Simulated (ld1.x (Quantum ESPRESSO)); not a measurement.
**What one change does to a pseudopotential (Br, TM)**

| Quantity | Value |
| --- | --- |
| Element | bromine (Br) |
| Generator | ld1.x (Quantum ESPRESSO) 7.5 |
| Type | norm-conserving Troullier–Martins (Kleinman–Bylander form) |
| Functional | PBE |
| Relativity | scalar-relativistic |
| Frozen core | [Ar] 3d10 |
| Valence charge | 7 |
| Reference configuration | 4s2 4p5 |
| Partial waves | 4p (bound): rc 1.75 bohr; 4s (bound): rc 1.45 bohr |
| Local potential | the s channel |
| Core correction | none |

Change: core correction a·sin(br)/r model core inside 1.26 bohr.

Cutoffs: the cutoffs (Ry, on a coarse ladder) from which the occupation-weighted sum of valence levels, in a spherical-Bessel basis at the reference potential, stays within 10 and 1 mRy of its value at 400 Ry; they do not see the model core or the augmentation charge, which bear on the density cutoff. Errors are all-electron minus pseudo energies relative to the spin-unpolarised reference configuration.

Q: Predict the effect on cutoff, ghosts and configuration errors.

A: The potential gets neither clearly harder nor softer (45 Ry and 70 Ry → 45 Ry and 70 Ry); both files keep a bound ghost (p); of the 7 tests that both files solve, the error grows in 3 and shrinks in 2 by more than 15 % and 0.3 meV (median size 6.0 → 17.9 meV). A model core, the more so a compact one, raises the density cutoff, which this test does not measure.

```tsv
quantity	base	changed
cutoff, loose	45 Ry	45 Ry
cutoff, tight	70 Ry	70 Ry
bound ghosts	p	p
error for 4s2 4p4, meV [ΔE 12.55 eV]	-6.0	-4.6
error for 4s2 4p3, meV [ΔE 35.31 eV]	-26	-20
error for 4s2 4p2, meV [ΔE 69.30 eV]	-61	-56
error for 4s2 4p5.3, meV [ΔE -1.96 eV]	+0.2	+0.3
error for 4s1 4p6, meV [ΔE 12.37 eV]	-0.4	-7.0
error for 4s1 4p5, meV [ΔE 25.56 eV]	-5.8	-18
error for 4s2 4p1, meV [ΔE 115.32 eV]	-96	-117
s: phases at 1.89 bohr within 0.05 rad from the reference energy up to (Ry; the scan ends near 5)	4.5	4.5
p: phases at 1.89 bohr within 0.05 rad from the reference energy up to (Ry; the scan ends near 5)	to the end of the scan	to the end of the scan
```

 A true bound ghost makes a file unfit for plane-wave use even where its test errors are small: the radial tests pick states by their node count and pass the ghost by.
